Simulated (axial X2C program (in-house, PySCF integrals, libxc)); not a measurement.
**BaH⁺: from the spin-free to the two-component result**

Calculated with an axial X2C code built on PySCF integrals. Spin-free means the one-electron spin-free X2C Hamiltonian; two-component (2c) means X2C with spin–orbit coupling and atomic mean-field two-electron Coulomb and Gaunt terms, so the difference of the two also holds small scalar two-electron terms. Basis: Ba dyall-cv3z [14s14p9d5f1g], H dyall-v3z [6s2p1d] (cores contracted in-house); Gaussian nuclei, density fitting, unrestricted open shells. Masses: Ba 137.905 u, H 1.008 u.

Spin-free state: M_S = 0, Λ = 0 (closed shell); fragments Ba+ + H.

```
  level  Re (Å)  ωe (cm⁻¹)  De (eV)  μ (D)
   PBE0   2.121     1372.0    2.542  -4.70
     HF   2.177     1335.6    1.585  -5.96
    MP2   2.128     1377.9    2.198    n/a
   CCSD   2.142     1342.4    2.413    n/a
CCSD(T)   2.141     1340.4    2.416    n/a
 r2SCAN   2.125     1367.5    2.715  -4.68
```

Correlated methods: 10 electrons correlated (number of frozen shells: Ba 4 s, 3 p, 2 d; H none), 228 virtual spin orbitals or spinors in MP2, 90 natural virtuals in coupled cluster.

Dipoles are positive if H is the positive end and refer to the centre of mass.

Two-component determinant lowest at the distance of the search:

Ω = 0 (closed shell); fragments Ba+ + H.

```csv
level,Re (Å),ωe (cm⁻¹),De (eV),μ (D)
PBE0,2.120,1373.0,2.546,-4.68
HF,2.176,1336.5,1.589,-5.94
MP2,2.127,1378.7,2.203,n/a
CCSD,2.141,1343.4,2.418,n/a
CCSD(T),2.140,1341.3,2.420,n/a
r2SCAN,2.124,1368.3,2.719,-4.66
```

Problem. From the two tables, how do the constants change at the CCSD(T) level (2c against spin-free)?

Solution. At the CCSD(T) level Re falls by 0.001 Å and ωe goes up by 0.9 cm⁻¹; De changes by 0.004 eV.

The state is one determinant whose occupation by symmetry is held fixed; it was picked as the lowest of a PBE0 search that is not exhaustive. Closed shells are restricted here (equal orbitals for both partners); the stretched side of such a curve lies too high. Dissociation energies refer to the lowest single-determinant-based atoms at the same level and basis. CCSD and (T) use frozen natural virtuals with an MP2 correction for the truncation; (T) itself is uncorrected, so its De runs slightly low.
